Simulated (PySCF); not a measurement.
```xyz
4
charge 0 multiplicity 1, angstrom
Ga    0.0000    0.0000    0.0000
Cl    0.0000    0.0000    2.1127
Cl    1.8296    0.0000   -1.0563
Cl   -1.8296    0.0000   -1.0563
```

Level of theory: PBE0 in PySCF with Ga def2-TZVP, Cl def2-TZVP; no relativity; density-fitted integrals.

This geometry of GaCl₃ is a stationary point at this level.

**Question.** What is the point group?

**Answer.** D3h.

**Question.** Is it a minimum?

**Answer.** Yes: all harmonic wavenumbers are real.

**Question.** List the harmonic modes with their infrared intensities.

**Answer.** 
```csv
symmetry,ω (cm⁻¹),"IR (km/mol, summed over degenerate members)"
e',124,15.3
a2'',140,12.9
a1',383,0.0
e',473,183
```

**Question.** What are the dipole moment and the gap between the highest occupied and lowest empty levels?

**Answer.** 0.00 D and 7.50 eV.

**Question.** What is the atomisation energy, with and without zero-point energy?

**Answer.** 1093 kJ/mol without, 1083 kJ/mol with.

In D3h the vibrations span 2e' + a2'' + a1'. The a1' mode carries no infrared intensity, as symmetry demands.
